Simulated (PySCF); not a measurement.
Bi+: ionisation energy

Bi+ [Xe] 4f14 5d10 6s2 6p2 (3P) → Bi(2+) [Xe] 4f14 5d10 6s2 6p1 (2P), as a difference of total energies. All numbers are calculated (PySCF 2.14, the spin-free X2C one-electron Hamiltonian (Gaussian nucleus), in aug-cc-pwCVTZ-DK3 with one added diffuse shell each of s, d, f type (12s10p9d6f1g, 138 functions)). The calculations carry no spin-orbit coupling.

```json
{"method": "UHF", "ionisation energy (eV)": "15.325"}
{"method": "M06-L", "ionisation energy (eV)": "15.360"}
{"method": "B3LYP", "ionisation energy (eV)": "15.844"}
```

Spin-orbit coupling is strong in these open shells (close to jj coupling). The scalar numbers leave it out and a first-order estimate fails, so it can dominate the gap to the real levels.

For comparison: 16.703 eV (measured; NIST Atomic Spectra Database, ionization energies).
